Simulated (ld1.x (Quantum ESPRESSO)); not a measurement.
# u(r) = r·R(r): atom against pseudo-atom (manganese)

Columns: radius, all-electron u(r) and pseudo u(r) of the 3p shell (level -62.80 eV) of manganese in the configuration [Ne] 3s2 3p6 3d5 4s1 4p0; LDA (PZ), scalar-relativistic, TM scheme, ld1.x (Quantum ESPRESSO) 7.5.

| r (bohr) | all-electron | pseudo |
| --- | --- | --- |
| 0.082 | 0.4287 | -0.0325 |
| 0.165 | 0.5817 | -0.1283 |
| 0.248 | 0.3205 | -0.2773 |
| 0.330 | -0.0885 | -0.4609 |
| 0.413 | -0.4848 | -0.6617 |
| 0.495 | -0.7875 | -0.8489 |
| 0.578 | -0.9890 | -1.0008 |
| 0.660 | -1.0957 | -1.0952 |
| 0.742 | -1.1305 | -1.1297 |
| 0.825 | -1.1133 | -1.1133 |
| 0.908 | -1.0615 | -1.0615 |
| 0.990 | -0.9898 | -0.9898 |
| 1.072 | -0.9076 | -0.9076 |
| 1.155 | -0.8206 | -0.8206 |
| 1.238 | -0.7345 | -0.7345 |
| 1.320 | -0.6531 | -0.6531 |
| 1.402 | -0.5771 | -0.5771 |
| 1.485 | -0.5064 | -0.5064 |
| 1.568 | -0.4425 | -0.4425 |
| 1.650 | -0.3859 | -0.3859 |
| 1.733 | -0.3349 | -0.3349 |
| 1.815 | -0.2904 | -0.2904 |
| 1.898 | -0.2508 | -0.2508 |
| 1.980 | -0.2166 | -0.2166 |
| 2.062 | -0.1868 | -0.1868 |
| 2.145 | -0.1605 | -0.1605 |

(1) How many radial nodes do the two functions have?

(2) At about which radius was the pseudo-wave matched?

(3) Is the pseudo-wave norm-conserving?

## Answers

(1) The all-electron 3p function has n − l − 1 = 1; the pseudo-wave has 0, since the states of the same l below it are removed with the core.

(2) 0.90 bohr, where the columns begin to agree (steps of 0.08 bohr).

(3) Yes: the TM scheme keeps the norm inside the radius equal to the all-electron one, which fixes the energy derivative of the logarithmic derivative at the level.
